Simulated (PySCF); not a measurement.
Ga(OH) (GaHO), SMILES [OH][Ga] (connectivity only; charge and spin as stated), neutral, multiplicity 1.

Coordinates come from a PBE-D3(BJ)/def2-TZVP optimisation. The geometry has at least one imaginary mode, so it is a saddle point at that level.

Two levels are set side by side: TDDFT-PBE/def2-TZVPD (PySCF) and ADC(2)/aug-cc-pVDZ (PySCF). Vertical, same geometry; the bases differ. Differences are taken from unrounded values.

| quantity | TDDFT-PBE |
|---|---|
| lowest singlet excitation (eV) | 5.38 |

Q: These are the TDDFT-PBE values. What does ADC(2) give? (Estimate from the structure and the level; the computed values follow.)

A: 
```json
[
 {"quantity": "lowest singlet excitation (eV)", "ADC(2)": "5.92", "TDDFT-PBE minus ADC(2)": "-0.54"}
]
```

A lower first singlet is the usual sign of a functional without exact exchange. Differences between two approximate levels are no errors against the true value.

Rough cost on one machine, each run with all the roots and properties that it gave: ADC(2) against TDDFT-PBE about 5 times.
